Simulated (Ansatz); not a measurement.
System: SbH5, net charge 0, singlet state. SMILES: [SbH5]
Geometry: optimised at B3LYP-D3(BJ)/def2-TZVP (Ansatz, a program for electronic structure).

Computed values are from Ansatz. Correlated levels leave the core frozen unless marked. UHF or UKS for open shells. No spin-orbit coupling. Frozen are the shells of the preceding noble gas and the d and f shells that filled before the atom's block. Past Kr the def2 sets carry scalar-relativistic core potentials. CBS marks a two-point X^-3 extrapolation of the correlation energy; Hartree-Fock from the larger set. The bracket is a focal-point correction in the basis named.

Problem. What is the total energy at CCSD(T)/CBS(def2-TZVPPD,def2-QZVPPD)?

Solution. -242.2680 Eh.

Problem. What is the T1 diagnostic at CCSD/def2-QZVPPD?

Solution. 0.012.

Problem. What is the vertical ionisation energy (to the doublet) at RI-MP2/CBS(def2-TZVPPD,def2-QZVPPD)+[CCSD(T)-MP2]/def2-TZVPPD?

Solution. 8.80 eV.

Problem. What is the atomisation energy De at CCSD(T)/CBS(def2-TZVPPD,def2-QZVPPD)?

Solution. 255.2 kcal/mol.

Problem. What is the dipole moment at CCSD(T)/def2-SVPD?

Solution. 0.00 D.
